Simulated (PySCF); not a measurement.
## C₆ coefficients of unlike pairs at LC-wPBE

Calculated with PySCF 2.14 from the dipole response of each species, C₆(A,B) = (3/π) ∫ α_A(iu) α_B(iu) du, in atomic units, from isotropic polarisabilities. For ions this is the dispersion term alone; charge-induced terms of lower order in 1/R come first.

| species | configuration | basis | relativity | α (bohr³) | C₆ (like pair) |
| --- | --- | --- | --- | --- | --- |
| Be | [He] 2s2 (1S) | dyall-av3z (15s9p4d2f) | spin-free X2C | 42.76 | 256.0 |
| Bi⁺ | [Xe] 4f14 5d10 6s2 6p2 (3P) | aug-cc-pVQZ-PP with one added diffuse shell each of s, p, d, f, g type with ECP60MDF (8s8p6d4f3g) | core potential | 26.69 | 245.5 |
| Os³⁺ | [Xe] 4f14 5d5 (6S) | def2-TZVPPD with the def2 core potential (60 electrons) (6s5p3d2f1g) | core potential | 6.564 | 36.26 |
| Cl³⁺ | [Ne] 3s2 3p2 (3P) | x2c-QZVPPall with one added diffuse shell each of s, p, d, f type (10s7p5d3f1g) | spin-free X2C | 4.336 | 11.73 |

Question: Estimate C₆ for Bi⁺ with Be.

Answer: The integral gives 225.0. The combination rule 2 C_A C_B / (C_A α_B/α_A + C_B α_A/α_B) gives 227.3 and the geometric mean 250.7.

No spin-orbit coupling is included, so Bi⁺, close to jj coupling, stand for model states.

The other pairs:

```csv
pair,C₆
"Os³⁺, Be",67.65
"Cl³⁺, Bi⁺",52.24
"Cl³⁺, Os³⁺",20.32
"Cl³⁺, Be",42.75
"Os³⁺, Bi⁺",88.03
```
